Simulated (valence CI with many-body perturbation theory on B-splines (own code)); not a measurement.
# As: electric-dipole lines

Computed by valence CI with perturbative core correlation (CI+MBPT): five valence electrons over a frozen Dirac-Fock core [Ar] 3d10, radial functions for each j: 9 s, 9 p, 8 d, 6 f, 3 g, 1 h, with the one-electron correlation potential Σ1 (screened to all orders), the two-electron term Σ2, the three-electron term Σ3, Breit, model QED; selected single and double excitations, second order for the rest, scaled by the run's own slope (own B-spline code, finite nucleus).

Set against measurement, 11 paired levels are off by 93 cm⁻¹ on average, the worst by 134. These come from a selection out of the NIST Handbook of Basic Atomic Spectroscopic Data. Levels without a partner in it may be off by more. Among the levels kept, up to 1700 cm⁻¹ of a level comes from second order outside the variational space, and about a tenth of that is noise between levels of different J, which matters for small intervals.

Lines 151 to 200 of 287 in falling wavelength, among levels below 71619 cm⁻¹, chosen from the strongest by gf and those to the six lowest levels. Wavelengths and rates use the calculated energies, so an error of 90 cm⁻¹ moves a line at 3137 Å by 0.28 % and its rate by three times that or more. Electric multipoles are in the length gauge, E1 and E2 with the static RPA response of the core. Weak lines are less certain than strong ones. Lines between different terms over intervals too small for the method are left out, as are lines whose strength nearly cancels. The highest levels of a list are the least certain.

Names give the largest LS component (configuration and term), which can be under half, so a name can repeat, a term be missing and a line seem to break the LS rules; names also repeat where a configuration has a term twice. Letters in brackets count levels of one name in rising energy.

| λ vac (Å) | λ from measured levels | Upper | Lower | A (s⁻¹) | S (a.u.) |
| --- | --- | --- | --- | --- | --- |
| 9324 |  | 4s²4p²5p ⁴P°_1/2 | 4s²4p²5s ⁴P_3/2 | 2.19e+07 | 1.75e+01 |
| 9199 |  | 4s²4p²5p ²P°_1/2 [b] | 4s²4p²5s ²D_3/2 | 1.46e+07 | 1.12e+01 |
| 9175 |  | 4s²4p²5p ²D°_3/2 [a] | 4s²4p²5s ⁴P_3/2 | 2.81e+06 | 4.28e+00 |
| 9111 |  | 4s²4p²5d ⁴F_3/2 | 4s²4p²5p ²S°_1/2 | 1.72e+06 | 2.57e+00 |
| 8976 |  | 4s²4p²5p ²P°_1/2 [a] | 4s²4p²5s ²P_1/2 | 1.03e+07 | 7.35e+00 |
| 8908 |  | 4s²4p²5p ²D°_5/2 [a] | 4s²4p²5s ⁴P_5/2 | 5.40e+06 | 1.13e+01 |
| 8858 |  | 4s²4p²5p ⁴P°_3/2 | 4s²4p²5s ⁴P_1/2 | 4.80e+06 | 6.59e+00 |
| 8689 |  | 4s²4p²5p ²P°_3/2 | 4s²4p²5s ²P_1/2 | 1.89e+06 | 2.45e+00 |
| 8585 |  | 4s²4p²5p ⁴P°_1/2 | 4s²4p²5s ⁴P_1/2 | 1.80e+06 | 1.12e+00 |
| 8459 |  | 4s²4p²5p ²D°_3/2 [a] | 4s²4p²5s ⁴P_1/2 | 1.25e+06 | 1.49e+00 |
| 5255 |  | 4s²4p²6p ⁴D°_1/2 | 4s²4p²5s ⁴P_1/2 | 7.46e+05 | 1.07e-01 |
| 5231 |  | 4s²4p²6p ⁴D°_3/2 [a] | 4s²4p²5s ⁴P_1/2 | 1.04e+06 | 2.94e-01 |
| 5062 |  | 4s²4p²5p ²D°_3/2 [b] | 4s²4p²5s ⁴P_1/2 | 8.61e+05 | 2.21e-01 |
| 4946 |  | 4s²4p²6p ⁴D°_3/2 [b] | 4s²4p²5s ⁴P_1/2 | 2.40e+05 | 5.74e-02 |
| 4914 |  | 4s²4p²6p ⁴P°_1/2 | 4s²4p²5s ⁴P_1/2 | 2.10e+05 | 2.46e-02 |
| 3137 | 3120 | 4s²4p²5s ⁴P_1/2 | 4s²4p³ ²P°_3/2 | 6.89e+05 | 2.10e-02 |
| 3094 | 3076 | 4s²4p²5s ⁴P_1/2 | 4s²4p³ ²P°_1/2 | 4.04e+05 | 1.18e-02 |
| 3049 | 3034 | 4s²4p²5s ⁴P_3/2 | 4s²4p³ ²P°_3/2 | 9.57e+05 | 5.35e-02 |
| 3008 | 2992 | 4s²4p²5s ⁴P_3/2 | 4s²4p³ ²P°_1/2 | 2.31e+05 | 1.24e-02 |
| 2914 | 2900 | 4s²4p²5s ²P_1/2 | 4s²4p³ ²P°_3/2 | 8.25e+06 | 2.01e-01 |
| 2876 | 2861 | 4s²4p²5s ²P_1/2 | 4s²4p³ ²P°_1/2 | 4.31e+07 | 1.01e+00 |
| 2794 | 2781 | 4s²4p²5s ²P_3/2 | 4s²4p³ ²P°_3/2 | 6.06e+07 | 2.61e+00 |
| 2760 | 2746 | 4s²4p²5s ²P_3/2 | 4s²4p³ ²P°_1/2 | 1.83e+07 | 7.60e-01 |
| 2504 | 2494 | 4s²4p²5s ⁴P_1/2 | 4s²4p³ ²D°_3/2 | 1.08e+07 | 1.68e-01 |
| 2468 | 2457 | 4s²4p²5s ⁴P_3/2 | 4s²4p³ ²D°_5/2 | 6.89e+06 | 2.05e-01 |
| 2448 | 2438 | 4s²4p²5s ⁴P_3/2 | 4s²4p³ ²D°_3/2 | 1.61e+06 | 4.66e-02 |
| 2392 | 2382 | 4s²4p²5s ⁴P_5/2 | 4s²4p³ ²D°_5/2 | 3.52e+06 | 1.43e-01 |
| 2379 | 2371 | 4s²4p²5s ²D_5/2 | 4s²4p³ ²P°_3/2 | 2.35e+07 | 9.37e-01 |
| 2378 | 2370 | 4s²4p²5s ²D_3/2 | 4s²4p³ ²P°_3/2 | 3.39e+07 | 8.99e-01 |
| 2360 | 2351 | 4s²4p²5s ²P_1/2 | 4s²4p³ ²D°_3/2 | 2.87e+08 | 3.72e+00 |
| 2353 | 2345 | 4s²4p²5s ²D_3/2 | 4s²4p³ ²P°_1/2 | 1.76e+07 | 4.54e-01 |
| 2298 | 2289 | 4s²4p²5s ²P_3/2 | 4s²4p³ ²D°_5/2 | 2.59e+08 | 6.21e+00 |
| 2285 |  | 4s²4p²4d ⁴P_5/2 [a] | 4s²4p³ ²P°_3/2 | 7.69e+05 | 2.72e-02 |
| 2281 | 2272 | 4s²4p²5s ²P_3/2 | 4s²4p³ ²D°_3/2 | 2.03e+06 | 4.75e-02 |
| 2245 |  | 4s²4p²4d ⁴P_3/2 [a] | 4s²4p³ ²P°_3/2 | 4.43e+06 | 9.90e-02 |
| 2223 |  | 4s²4p²4d ⁴P_3/2 [a] | 4s²4p³ ²P°_1/2 | 1.02e+06 | 2.22e-02 |
| 2218 |  | 4s²4p²4d ⁴F_3/2 | 4s²4p³ ²P°_3/2 | 6.12e+05 | 1.32e-02 |
| 2196 |  | 4s²4p²4d ⁴F_3/2 | 4s²4p³ ²P°_1/2 | 2.66e+06 | 5.57e-02 |
| 2194 |  | 4s²4p²4d ⁴P_1/2 [a] | 4s²4p³ ²P°_1/2 | 1.10e+06 | 1.14e-02 |
| 2178 |  | 4s²4p²4d ²P_3/2 | 4s²4p³ ²P°_3/2 | 5.20e+07 | 1.06e+00 |
| 2157 |  | 4s²4p²4d ²P_3/2 | 4s²4p³ ²P°_1/2 | 2.54e+07 | 5.04e-01 |
| 2146 |  | 4s²4p²4d ²P_1/2 | 4s²4p³ ²P°_3/2 | 1.83e+07 | 1.78e-01 |
| 2125 |  | 4s²4p²4d ²P_1/2 | 4s²4p³ ²P°_1/2 | 4.34e+07 | 4.11e-01 |
| 2124 |  | 4s²4p²4d ²F_5/2 | 4s²4p³ ²P°_3/2 | 7.73e+05 | 2.19e-02 |
| 2102 |  | 4s²4p²4d ⁴D_3/2 | 4s²4p³ ²P°_3/2 | 7.24e+05 | 1.33e-02 |
| 2097 |  | 4s²4p²4d ⁴D_1/2 | 4s²4p³ ²P°_3/2 | 5.07e+06 | 4.62e-02 |
| 2091 |  | 4s²4p²4d ⁴D_5/2 | 4s²4p³ ²P°_3/2 | 6.02e+05 | 1.63e-02 |
| 2082 |  | 4s²4p²4d ⁴D_3/2 | 4s²4p³ ²P°_1/2 | 4.64e+06 | 8.27e-02 |
| 2080 |  | 4s²4p²6s ⁴P_1/2 | 4s²4p³ ²P°_3/2 | 7.49e+06 | 6.65e-02 |
| 2078 |  | 4s²4p²4d ⁴D_1/2 | 4s²4p³ ²P°_1/2 | 1.27e+07 | 1.13e-01 |
